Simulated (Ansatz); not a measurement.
Gas-phase electronic energies from Ansatz, PBE0-D4/def2-TZVP geometries. CBS: MP2 limit from def2 TZ/QZ plus the TZ coupled-cluster correction, frozen cores. This one scheme is used for every species. DFT in def2-TZVPP. For Br outer-core shells are correlated without core-valence functions, which leaves a few kJ/mol of doubt a bond. Scalar relativity is left out up to krypton. One conformer a species, not always the lowest.

Reaction (ligand exchange at the Si–C bond): `C[SiH](N)Br` + CH₃OH → `CO[SiH](N)Br` + CH₄

```csv
level,ΔE (eV)
PBE0-D4,-1.03
HF/def2-TZVPP,-1.21
```

Task: What does CCSD(T)/CBS give? (An estimate is asked.)

Result: The calculation gave: -1.11 eV. The listed levels differ from it by 0.08, -0.10 eV.

Largest T1 diagnostic among the species: 0.009.

The D4 term adds −0.03 eV with B3LYP and −0.02 eV with PBE0; it sums over pairs of atoms, weighted by their polarisabilities, and B3LYP, whose exchange is more repulsive, gets the larger term. In def2-TZVPP, CCSD(T) changes the Hartree–Fock value by +0.09 eV (the triples alone add +0.00 eV) and MP2 by +0.06 eV.

B3LYP here is the variant with VWN-RPA as its local correlation; programs differ in this.
